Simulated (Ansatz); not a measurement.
An input meant for the cluster GeTe₂⁺ (charge 1, doublet).

```yaml
crystal:
  periodic: [false, false, false]
  atoms:
    - {symbol: Ge, position_ang: [-0.756560, -0.626845, 1.038223]}
    - {symbol: Te, position_ang: [-0.724541, 1.114717, -0.838959]}
    - {symbol: Te, position_ang: [1.481102, -0.487872, -0.199253]}
basis:
  gaussian: {orbitals: cc-pVTZ-rifit}
total_charge: 1
magnetization: {spin_polarized: true, initial_magnetization: 1}
hamiltonian: {xc: {name: r2SCAN}, dispersion: d3bjatm}
scf: {omitted_lower_state_checks: [starts]}
```

```sh
$ ansatz run in.yaml --threads 4 --pin off --events-out ev --progress --plain --max-ram 3916MiB
```

It prints (some lines left out):

```
Functional definition: r2SCAN
Error: [file] the basis set cc-pVTZ-RIFIT has no functions for Te
```

In this input the basis set is misnamed or doesn't suit the job. The input was rejected before any iteration.
